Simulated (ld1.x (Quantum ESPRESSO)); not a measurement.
## Configuration tests for Sn (Z = 50) (TM)

ld1.x (Quantum ESPRESSO) 7.5 input, shortened:

```
&input
   title='Sn', zed=50., rel=2, dft='PZ', iswitch=3,
   config='[Kr] 4d10 5s2 5p0', rel_dist='average'
 /
 &inputp
   pseudotype=2, tm=.true., lloc=0,
   nlcc=.false.
 /
3
5P  2  1   0.00   0.00  2.15  2.15  0.0
4D  3  2  10.00   0.00  0.90  0.90  0.0
5S  1  0   2.00   0.00  1.55  1.55  0.0
 &test
   configts(1)='4d10 5s2 5p0'
 /
```

Open shells are filled in proportion to 2j + 1 (rel_dist='average').

Energies are relative to the spin-unpolarised reference configuration 4d10 5s2 5p0; without spin polarisation the order of configurations can differ from experiment. Not all tests gave a result: 1 of 7 tests not solved or not reliable.

Question: Give the all-electron excitation energy and the error of the potential for: 4d10 5s2 5p1; 4d10 5s1 5p0; 4d10 5s2 5p2.3; 4d10 5s0 5p4; 4d10 5s1 5p2; 4d9 5s2 5p3.

Answer:

| valence configuration | charge | ΔE all-electron (eV) | error AE − PS (meV) |
| --- | --- | --- | --- |
| 4d10 5s2 5p1 | +1 | -14.283 | +2.7 |
| 4d10 5s1 5p0 | +3 | 31.449 | +14 |
| 4d10 5s2 5p2.3 | -0.3 | -22.297 | +7.8 |
| 4d10 5s0 5p4 | 0 | -7.036 | -20 |
| 4d10 5s1 5p2 | +1 | -6.569 | -6.1 |
| 4d9 5s2 5p3 | 0 | 2.922 | -397 |
